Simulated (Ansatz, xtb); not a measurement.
Ligand exchange: RbBr + LiI → RbI + LiBr

Species: RbBr, singlet; LiI, singlet; RbI, singlet; LiBr, singlet. The partners trade Br for I: Rb–Br and Li–I bonds give way to Rb–I and Li–Br.

Shapes, held fixed at every level: measured bond length; LiBr from PBE0-D4/def2-TZVP. Programs: Ansatz 0.2.0, xtb 6.7.1. Electronic energies: no zero-point or thermal term.

| level | kind | ΔE (kJ/mol) | CPU time (sum over the molecules) |
| --- | --- | --- | --- |
| GFN1-xTB | semi-empirical | +21.8 | 0.16 s |
| HF/3-21G | Hartree–Fock | -31.4 | 3.8 s |
| BLYP/STO-3G | GGA | -59.4 | 8 s |
| B3LYP/STO-3G | global hybrid | -55.2 | 8.1 s |
| BHLYP/STO-3G | global hybrid | -48.8 | 8.1 s |
| r2SCAN0/STO-3G | global hybrid | -48.5 | 21 s |
| MP2/STO-3G | perturbation theory | -44.3 | 1.7 s |
| FCI/STO-3G | exact in the basis | -45.9 | 14 s |
| PBE0/def2-SVP | global hybrid | -11.7 | 17 s |

PBE0/def2-SVP gives ΔE = -11.7 kJ/mol; the levels span -59.4 to +21.8. They disagree on the sign: 1 of 9 are positive. The median of the levels is -45.9. No measured value is set beside it here. For atoms past krypton def2 sets carry core potentials with scalar relativity. All-electron rows are non-relativistic unless named. Relativity is left out for Br. Outer-core shells of Br, I, Li, Rb are correlated, in sets that cover them unevenly. PBE0/def2-SVP lies outside the range of all other levels here, so it shouldn't be taken on trust. Times are processor times on shared x86 and Arm servers, and rough. Rows in sets without polarisation functions are far from converged.
